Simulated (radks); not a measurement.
The numbers below are computed, except where a source is named.
Sm2+, configuration [Xe] 4f5 7p1 (not the ground configuration).

Code: a radial shooting solver on a logarithmic mesh with Libxc functionals. Model: Dirac Kohn-Sham, LDA (Slater exchange, Perdew-Wang correlation), spin-unpolarised, spherical densities, finite nucleus; open shells are shared between the two j in proportion to 2j + 1; Fermi nuclear charge, rms radius 5.0819 fm.

Energy parts (hartree):
total: -10425.3681
kinetic: 11300.1157
electron-nucleus: -25493.2828
Hartree: 3995.9510
exchange-correlation: -228.1520

Orbitals (lengths in bohr, moments of r in powers of bohr):
orbital      occ.  eigenvalue (hartree)      <r^4>      <r^2>  small-component weight
1s1/2           2             -1712.796  1.321e-06  0.0007059                5.30e-02
2s1/2           2             -280.6428  0.0002119    0.01107                1.16e-02
2p1/2           2             -266.1892  0.0001317   0.008055                1.17e-02
2p3/2           4             -244.0640  0.0001698   0.009297                1.09e-02
3s1/2           2             -62.27330   0.008369    0.07436                3.65e-03
3p1/2           2             -56.03462   0.007654    0.06946                3.59e-03
3p3/2           4             -51.55737   0.009264    0.07669                3.37e-03
3d3/2           4             -40.68782   0.006814    0.06165                3.25e-03
3d5/2           6             -39.71457   0.007229    0.06368                3.19e-03
4s1/2           2             -13.15875     0.2083     0.3783                1.16e-03
4p1/2           2             -10.76464     0.2389     0.3995                1.09e-03
4p3/2           4              -9.77132     0.2889     0.4393                1.01e-03
4d3/2           4              -5.81951     0.4214     0.5089                8.48e-04
4d5/2           6              -5.64127     0.4480     0.5246                8.27e-04
4f5/2     2.14286              -1.05670      2.774      1.045                4.78e-04
4f7/2     2.85714              -1.03450      2.921      1.070                4.70e-04
5s1/2           2              -2.46000      6.632      2.128                2.57e-04
5p1/2           2              -1.78989      10.53      2.642                2.08e-04
5p3/2           4              -1.64382      12.96      2.933                1.89e-04
7p1/2    0.333333              -0.26095       4804      60.08                1.57e-05
7p3/2    0.666667              -0.25270       5272      62.81                1.58e-05

The highest occupied level is 7p3/2 at -6.876 eV. Summed over all electrons, <r^2> = 98.27 bohr^2, which gives a Langevin (diamagnetic) susceptibility term of -77.8 x 10^-6 cm^3/mol. The electron density at the nucleus is 5.31e+05 e/bohr^3.
